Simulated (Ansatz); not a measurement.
Compare A (`C[SiH](S)CO`) with its isomer B (`CO[SiH2]CS`).

Program: Ansatz. Geometries: PBE0-D4/def2-TZVP. ΔE: electronic, gas phase. CCSD(T)/CBS is the MP2 limit (def2-TZVPP, def2-QZVPP) plus CCSD(T) − MP2 in def2-TZVPP, frozen cores. DFT in def2-TZVPP. B3LYP here is the variant with VWN-RPA as its local correlation; programs differ in this. One conformer a species, not always the lowest.

A:

Z-matrix (Å, degrees):
```
C
Si 1 1.864
H 1 1.094 2 110.4
H 1 1.092 2 110.7 3 -119.9
H 1 1.093 2 111.0 3 119.8
S 2 2.155 1 112.5 3 179.2
C 2 1.888 1 112.2 3 -60.8
H 2 1.486 1 111.8 3 64.2
H 6 1.345 2 94.7 1 55.5
O 7 1.415 2 112.2 1 -170.4
H 7 1.095 2 109.6 1 70.6
H 7 1.102 2 109.8 1 -45.8
H 10 0.965 7 107.6 2 41.4
```

B:

```xyz
13

C    -1.755    0.764    1.070
O    -0.881   -0.012    0.285
Si    0.498    0.583   -0.386
C     1.361   -0.874   -1.165
S     1.656   -2.192    0.044
H    -1.240    1.199    1.934
H    -2.556    0.118    1.433
H    -2.203    1.576    0.485
H     1.357    1.208    0.657
H     0.164    1.613   -1.413
H     0.818   -1.255   -2.033
H     2.348   -0.555   -1.511
H     0.433   -2.174    0.598
```

(1) Which is lower in electronic energy at CCSD(T)/CBS, and by how much? (Best estimate.)

(2) Give E(B) − E(A) in kJ/mol with B3LYP-D4, CCSD(T)/def2-TZVPP, MP2/def2-TZVPP, B3LYP, CCSD/def2-TZVPP, PBE0-D4, B2PLYP. (An estimate is asked.)

Largest T1 diagnostic: 0.011.

Answers

(1) The calculation gave: A, by 15.2 kJ/mol.

(2) The calculation gave: B3LYP-D4 12.4, CCSD(T)/def2-TZVPP 13.3, MP2/def2-TZVPP 14.8, B3LYP 10.7, CCSD/def2-TZVPP 10.3, PBE0-D4 26.1, B2PLYP 10.5. None reverses the order clearly.

From PBE to PBE0 (25 % exact exchange), in def2-TZVPP and without D4, E(B) − E(A) moves by −3.9 kJ/mol. In def2-TZVPP, CCSD(T) changes the Hartree–Fock value by +21.8 kJ/mol (the triples alone add +3.0 kJ/mol) and MP2 by +23.2 kJ/mol.
